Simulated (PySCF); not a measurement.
InCl, SMILES [Cl][In] (connectivity only; charge and spin as stated), neutral, multiplicity 1.

Geometry: PBE0-D3(BJ)/def2-TZVP. The def2 effective core potentials stand for the cores of In; spin–orbit coupling is left out.

Calculation: TDA-ωB97X/def2-TZVPD (PySCF).

Vertical excitations; the highest root listed may be one member of a degenerate set. Isolated molecule, no solvent. State labels are in the subgroup C2v.

Computed lowest excited states:
```csv
state,symmetry,energy (eV),λ (nm),f,main pairs
S1,B1,4.69,264,0.153,HOMO→LUMO (degenerate set)
S2,B2,4.69,264,0.153,HOMO→LUMO+1 (degenerate set)
S3,A2,5.76,215,0.000,"HOMO−1→LUMO 48 %, HOMO−2→LUMO+1 48 %"
S4,A1,5.81,213,0.000,"HOMO−2→LUMO, HOMO−1→LUMO+1 (degenerate set)"
S5,A2,5.81,213,0.000,"HOMO−2→LUMO+1, HOMO−1→LUMO (degenerate set)"
S6,A1,6.18,201,0.053,"HOMO→LUMO+2 35 %, HOMO−1→LUMO+1 29 %, HOMO−2→LUMO 29 %"
S7,A1,7.06,176,0.914,"HOMO→LUMO+2 59 %, HOMO−2→LUMO 14 %, HOMO−1→LUMO+1 14 %"
S8,A1,7.30,170,0.138,HOMO→LUMO+3 87 %
S9,B1,7.50,165,0.047,"HOMO−2→LUMO+2, HOMO−2→LUMO+3 (degenerate set)"
S10,B2,7.50,165,0.047,"HOMO−1→LUMO+2, HOMO−1→LUMO+3 (degenerate set)"
T1,B1,3.77,329,0,HOMO→LUMO (degenerate set)
T2,B2,3.77,329,0,HOMO→LUMO+1 (degenerate set)
T3,A1,5.60,221,0,"HOMO−2→LUMO 40 %, HOMO−1→LUMO+1 40 %, HOMO→LUMO+2 11 %"
T4,A1,5.70,218,0,"HOMO−1→LUMO+1 47 %, HOMO−2→LUMO 47 %"
```
Triplets are in the Tamm–Dancoff approximation.
